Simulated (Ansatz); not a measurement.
One change: `CN([SiH2]O)[SiH2]Cl` becomes `CN([SiH2]O)[SiH](F)F`.

Ansatz, PBE0-D4/def2-TZVP geometries, multiplicity 1. Each molecule was computed in one conformer, which needn't be the lowest.

```
                             property  `CN([SiH2]O)[SiH2]Cl`
   HOMO energy (PBE0/def2-TZVPP) / eV                  -7.50
  HOMO energy (B3LYP/def2-TZVPP) / eV                  -7.27
HOMO energy (ωB97M-V/def2-TZVPP) / eV                  -9.78
    HOMO energy (PBE/def2-TZVPP) / eV                  -6.18
  HOMO–LUMO gap (PBE/def2-TZVPP) / eV                   5.54
    LUMO energy (PBE/def2-TZVPP) / eV                  -0.64
```

Give the same properties after the change, and the shifts. (Estimate.)

Computed: 
```
                             property  `CN([SiH2]O)[SiH](F)F`  shift
   HOMO energy (PBE0/def2-TZVPP) / eV                   -7.96  -0.46
  HOMO energy (B3LYP/def2-TZVPP) / eV                   -7.71  -0.44
HOMO energy (ωB97M-V/def2-TZVPP) / eV                  -10.29  -0.51
    HOMO energy (PBE/def2-TZVPP) / eV                   -6.57  -0.39
  HOMO–LUMO gap (PBE/def2-TZVPP) / eV                    5.96   0.42
    LUMO energy (PBE/def2-TZVPP) / eV                   -0.61   0.03
```

B3LYP here is the variant with VWN-RPA as its local correlation; programs differ in this.
